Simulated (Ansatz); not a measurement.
A structure relaxed at PBE0-D4/def2-SVP in Ansatz, charge 0, singlet:

```tsv
atom	x (Å)	y (Å)	z (Å)
Ge1	-2.044	-0.019	1.391
Ge2	-0.985	-1.598	-0.098
Ge3	-0.538	1.624	0.487
Ge4	1.494	-0.494	-1.029
Ge5	1.805	1.694	-0.052
Ge6	-0.367	-1.305	-2.509
H7	-1.899	-0.313	2.890
H8	2.123	-1.385	0.092
H9	-1.133	1.749	-0.954
H10	-0.079	-2.368	0.919
H11	2.769	1.761	1.141
H12	0.342	-2.729	-2.308
H13	-3.448	0.486	1.028
H14	1.962	2.895	-0.997
```

(1) Give its formula and point group.

(2) Summarise the bond lengths by kind (pairs closer than 1.2 times the sum of covalent radii, bridged metal pairs left out).

## Answers

(1) Ge6H8. Point group Cs (tolerance 0.1 Å).

(2) 7 × Ge–Ge 2.41 to 2.87 Å; 8 × Ge–H 1.53 to 1.60 Å.

The restricted singlet is unstable towards broken spin symmetry in Hartree–Fock (as tested in another run); at PBE0-D4/def2-SVP this wasn't settled. Another isomer (singlet) lies 0.19 eV lower at PBE0-D4/def2-TZVP; other spin states weren't run for this one.
